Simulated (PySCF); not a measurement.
## `N[C@@H](C)[C@@H]1C[C@@H]1S`, C₅H₁₁NS

Molfile (atoms numbered from 1):
```
C5H11NS
     RDKit          3D

 18 18  0  0  0  0  0  0  0  0999 V2000
   -1.8663   -0.3662    0.7529 C   0  0  0  0  0  0  0  0  0  0  0  0
   -0.6397    0.3396    0.1649 C   0  0  2  0  0  0  0  0  0  0  0  0
   -0.9311    1.1160   -1.0393 N   0  0  0  0  0  0  0  0  0  0  0  0
    0.4416   -0.6710   -0.1639 C   0  0  2  0  0  0  0  0  0  0  0  0
    1.5732   -0.9074    0.7914 C   0  0  0  0  0  0  0  0  0  0  0  0
    1.8270   -0.2128   -0.5111 C   0  0  2  0  0  0  0  0  0  0  0  0
    2.2183    1.5464   -0.5299 S   0  0  0  0  0  0  0  0  0  0  0  0
   -1.5827   -0.9400    1.6312 H   0  0  0  0  0  0  0  0  0  0  0  0
   -2.3012   -1.0444    0.0198 H   0  0  0  0  0  0  0  0  0  0  0  0
   -2.6218    0.3622    1.0425 H   0  0  0  0  0  0  0  0  0  0  0  0
   -0.2510    1.0487    0.9056 H   0  0  0  0  0  0  0  0  0  0  0  0
   -1.6439    1.8116   -0.8462 H   0  0  0  0  0  0  0  0  0  0  0  0
   -1.2841    0.5068   -1.7713 H   0  0  0  0  0  0  0  0  0  0  0  0
    0.0758   -1.5259   -0.7229 H   0  0  0  0  0  0  0  0  0  0  0  0
    1.6032   -0.3060    1.6874 H   0  0  0  0  0  0  0  0  0  0  0  0
    1.9536   -1.9092    0.9227 H   0  0  0  0  0  0  0  0  0  0  0  0
    2.3700   -0.7465   -1.2795 H   0  0  0  0  0  0  0  0  0  0  0  0
    1.0503    1.9045   -1.0660 H   0  0  0  0  0  0  0  0  0  0  0  0
  1  2  1  0
  2  3  1  0
  2  4  1  0
  4  5  1  0
  5  6  1  0
  6  7  1  0
  6  4  1  0
  1  8  1  0
  1  9  1  0
  1 10  1  0
  2 11  1  1
  3 12  1  0
  3 13  1  0
  4 14  1  6
  5 15  1  0
  5 16  1  0
  6 17  1  6
  7 18  1  0
M  END
```

Theory: TDDFT wB97X-D/aug-cc-pVDZ circular dichroism and optical rotation, one conformer, gas phase (PySCF). Geometry: GFN2-xTB.

The molecule is flexible and this is one conformer; a measurement averages over conformers.

Stereocentres: C2 S, C4 S, C6 S.

(1) Give the optical rotatory dispersion at 633, 589.3, 546, 436, 405, 365, 355 nm.

(2) And for the mirror image at 589.3 nm?

(3) What is the molar rotation [Φ] = [α]·M/100 of the geometry above at 589.3 nm?

Answers

(1) [α] in deg dm⁻¹ (g/mL)⁻¹:
```tsv
λ (nm)	origin-invariant length gauge	modified velocity gauge	length gauge (centre of mass)	isotropic polarisability (au)
633	+65.8	+67.4	+65.6	91.2
589.3	+77.4	+79.4	+77.2	91.6
546	+92.4	+94.9	+92.2	92.0
436	+160.9	+165.9	+160.6	93.8
405	+195.7	+202.1	+195.4	94.7
365	+262.7	+272.0	+262.3	96.2
355	+285.5	+295.8	+285.0	96.6
```

(2) -77.4 deg dm⁻¹ (g/mL)⁻¹ (origin-invariant length gauge): the same size and the opposite sign.

(3) With M = 117.21 g/mol, +90.7 deg cm² dmol⁻¹ (origin-invariant length gauge).

The first excitation lies at 5.81 eV (214 nm) with R = -2.3 × 10⁻⁴⁰ esu² cm² (velocity form).
